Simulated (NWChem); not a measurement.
System: Si$_{2}$H$_{4}$OCl$_{2}$; SMILES O[SiH2][SiH](Cl)Cl

```xyz
9

O     -0.0506     2.7290     0.0268
Si    -1.1294     1.4525    -0.1839
Si    -0.0042    -0.4666     0.5819
Cl    -0.8060    -2.2195    -0.2024
Cl     1.9306    -0.1590    -0.1866
H      0.8648     2.4908    -0.2161
H     -1.4995     1.1934    -1.6225
H     -2.3613     1.7767     0.6049
H      0.1520    -0.6618     2.0613
```
Atoms are numbered in this order, from 1.

All runs: NWChem. Pople sets run with spherical d functions. Structure relaxed at the PBE-D3(BJ)/def2-SVP level. Vertical excitations in the gas phase.

Question: What does the run give for PBE0/6-31+G*, TDA? Quantities: lowest excitation, singlet (eV); oscillator strength of that lowest state; orbital gap (eV).

Answer: 
```json
{
  "lowest excitation, singlet (eV)": "5.74",
  "oscillator_strength_of_that_lowest_state": "0.018",
  "orbital gap (eV)": "6.98"
}
```
